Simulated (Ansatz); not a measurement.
Reaction (ligand exchange at the Si–S bond): `BS[Si](N)(O)F` + `C=N` → `C=N[Si](N)(O)F` + `BS`

Calculated with Ansatz (gas phase, PBE0-D4/def2-TZVP geometries, no zero-point term in ΔE). CCSD(T)/CBS adds triple-zeta CCSD(T) − MP2 to the extrapolated MP2 energy (def2 sets, frozen cores). This one scheme is used for every species. DFT in def2-TZVPP. B3LYP here is the variant with VWN-RPA as its local correlation; programs differ in this. Each species was taken in one conformer, which may not be the lowest.

Q: Is it downhill or uphill in electronic energy at CCSD(T)/CBS, and by how much? (An estimate is asked.)

A: Computed: Nearly level: ΔE = +0.03 eV.

Q: What do these levels give: PBE-D4, B3LYP-D4, ωB97M-V, B2PLYP, PBE, r2SCAN, PBE0, HF/def2-TZVPP, CCSD/def2-TZVPP, CCSD(T)/def2-TZVPP, SCS-MP2/def2-QZVPP, CCSD/CBS(def2)? (An estimate is asked.)

A: The calculation gave: PBE-D4 0.09, B3LYP-D4 -0.01, ωB97M-V 0.00, B2PLYP -0.04, PBE 0.06, r2SCAN 0.02, PBE0 0.04, HF/def2-TZVPP -0.15, CCSD/def2-TZVPP -0.03, CCSD(T)/def2-TZVPP 0.00, SCS-MP2/def2-QZVPP -0.01, CCSD/CBS(def2) 0.00 eV.

Largest T1 diagnostic among the species: 0.015.

The D4 term adds +0.05 eV with B3LYP and +0.03 eV with PBE0; it sums over pairs of atoms, weighted by their polarisabilities, and B3LYP, whose exchange is more repulsive, gets the larger term. In def2-TZVPP, CCSD(T) changes the Hartree–Fock value by +0.15 eV (the triples alone add +0.03 eV) and MP2 by +0.16 eV.
